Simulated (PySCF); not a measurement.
Ge(OMe)(SiH3) (CH6GeOSi), SMILES C[O][Ge][SiH3] (connectivity only; charge and spin as stated), neutral, multiplicity 1. Heavy atoms are numbered as in [Ge:1]([O:2][CH3:3])[SiH3:7]. Hydrogens are named by the atom that carries them.

Geometry: B3LYP-D3(BJ)/def2-SVP. The structure was generated by enumeration; whether it is a known compound was not checked. One conformer was computed; it need not be the lowest.

Calculation: PySCF with HF/pcSseg-1.

GIAO shieldings, no solvent; atoms alike by connectivity are averaged. δ = σ(ref) − σ: ⁷³Ge against GeH4 (σ = 1776.1 ppm); ¹⁷O against H2O (σ = 333.0 ppm); ¹³C against TMS (σ = 192.6 ppm); ¹H against TMS (σ = 31.99 ppm); ²⁹Si against TMS (σ = 393.8 ppm), references at their B3LYP-D3(BJ)/def2-TZVP geometries, non-relativistic.

Computed chemical shifts:
```
nucleus       atoms  count  δ (ppm)
-------  ----------  -----  -------
⁷³Ge            Ge1      1   1568.7
¹⁷O              O2      1    238.4
¹³C        C3 (CH3)      1     64.0
¹H          H on C3      3     4.69
¹H         H on Si7      3     3.60
²⁹Si     Si7 (SiH3)      1   -102.8
```
